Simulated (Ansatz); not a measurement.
A nudged elastic band was laid between two geometries of BClH3N + H2O (9 atoms, charge 0, multiplicity 1).

Computed with RHF/def2-SVP (Ansatz).

```
movable images  : 7
climbing image  : yes
spring          : 5.0 eV/Å²
optimiser       : quadratic models (default)
start path      : through a guess of the saddle point
force threshold : 0.03 eV/Å
iteration limit : 60
end points      : relaxed
```

First end point:

```xyz
9
Properties=species:S:1:pos:R:3
B 0.072 -0.376 0.382
N 0.214 -0.735 1.710
H -0.543 -1.050 2.279
H 1.096 -0.687 2.177
H 0.991 -0.025 -0.287
Cl -1.551 -0.483 -0.384
O -0.704 2.746 0.538
H -1.169 2.325 -0.170
H -1.246 2.603 1.299
```

Last end point:

```xyz
9
Properties=species:S:1:pos:R:3
B -0.250 0.547 0.236
N -0.027 0.143 1.805
H -0.931 0.023 2.236
H 0.489 -0.717 1.895
H 0.849 0.645 -0.267
Cl -1.138 -0.986 -0.468
O -1.051 1.696 0.330
H -1.242 2.083 -0.509
H 0.461 0.882 2.287
```

Question: Which bonds break or form, and what moves?

Answer: Bonds broken: O7–H9. Bonds formed: B1–O7, N2–H9. BClH3N + H2O becomes BClH5NO.

Question: Give the energies along the band, and the barrier.

Answer: The run converged. The highest image is number 4 of 0 to 8, 1.12 eV above the first end and 1.66 eV above the last; the last end lies 0.54 eV below the first. Neighbouring images differ by up to 1.4 eV, so the band resolves the path poorly. A vibrational analysis at the climbing image gives one clearly imaginary mode, 1794i cm⁻¹: a first-order saddle point. The orbitals stay closed-shell, which can raise the energy where a bond breaks towards radicals; this wasn't checked here.

```
image  path coordinate (Å)  energy (eV)  O7–H9 (Å)  B1–O7 (Å)  N2–H9 (Å)
    0                 0.00         0.00       0.95       3.22       3.67
    1                 0.66         0.01       0.94       3.16       3.09
    2                 1.33         0.05       0.95       2.84       2.46
    3                 1.99         0.42       0.95       2.12       2.00
    4                 2.66         1.12       1.17       1.57       1.34
    5                 3.34        -0.27       2.00       1.42       1.01
    6                 4.02        -0.46       2.28       1.41       1.01
    7                 4.70        -0.51       2.39       1.41       1.01
    8                 5.38        -0.54       2.60       1.40       1.01
```

Question: What is the geometry of the highest image?

Answer: 
```xyz
9
Properties=species:S:1:pos:R:3
B -0.108 0.287 0.231
N -0.079 0.009 1.767
H -0.768 -0.637 2.109
H 0.818 -0.216 2.159
H 0.918 0.130 -0.363
Cl -1.591 -0.480 -0.579
O -0.405 1.802 0.509
H -1.219 2.133 0.154
H -0.403 1.288 1.557
```

The run took 2.2 min on 1 thread of Arm Neoverse V1, on a shared host, peak memory 0.15 GiB.
